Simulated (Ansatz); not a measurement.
Cd(NH2)(GeH3) (CdGeH₅N), SMILES [NH2][Cd][GeH3].

Coordinates come from a B3LYP-D3(BJ)/def2-SVP optimisation. The structure was generated by enumeration; whether it is a known compound was not checked. The def2 effective core potentials stand for the cores of Cd; spin–orbit coupling is left out. Other conformers were not sampled.

Two levels are set side by side: PBE/def2-SVPD (Ansatz, a program for electronic structure) and CAM-B3LYP/def2-SVPD (Ansatz). Energy differences of separate SCF runs at the same geometry; the states with an electron removed or added have multiplicity 2 and 2. Differences are taken from unrounded values.

```
quantity                           CAM-B3LYP   PBE  PBE minus CAM-B3LYP
---------------------------------  ---------  ----  -------------------
vertical ionisation energy (eV)         8.71  8.47                -0.24
vertical singlet–triplet gap (eV)       4.35  4.04                -0.31
```
